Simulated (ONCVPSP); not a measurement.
**Transferability test, ONCV potential for chlorine**

| Item | Value |
| --- | --- |
| Element | Cl |
| Generator | ONCVPSP 4.0.1 |
| Type | optimised norm-conserving Vanderbilt (ONCV) |
| Functional | LDA (Perdew-Wang 92) |
| Relativity | scalar-relativistic |
| Frozen core | [Ne] |
| Valence charge | 7 |
| Reference configuration | 3s2 3p5 |
| Partial waves | 3s: rc 1.40 bohr, ncon 3, nbas 6, qcut 5.9 1/bohr, 1 projector; 3p: rc 1.30 bohr, ncon 3, nbas 7, qcut 5.6 1/bohr, 2 projectors, debl 2.6 Ha; d scattering state at 0.13 Ha: rc 1.15 bohr, ncon 3, nbas 7, qcut 9.5 1/bohr, 1 projector |
| Local potential | polynomial inside 1.00 bohr (lpopt 1, dvloc0 3 Ha) |
| Core correction | none |

Energies are relative to the spin-unpolarised reference configuration 3s2 3p5; without spin polarisation the order of configurations can differ from experiment.

| valence configuration | charge | ΔE all-electron (eV) | error AE − PS (meV) |
| --- | --- | --- | --- |
| 3s2 3p4 | +1 | 13.969 | +3.3 |
| 3s2 3p2 | +3 | 77.891 | +115 |

Question: What are ΔE and the potential's error for 3s2 3p3?

Answer: ΔE = 39.496 eV all-electron; the error (AE − PS) is +29 meV.

Question: What are ΔE and the potential's error for 3s2 3p4.5?

Answer: ΔE = 5.632 eV all-electron; the error (AE − PS) is +0.4 meV.
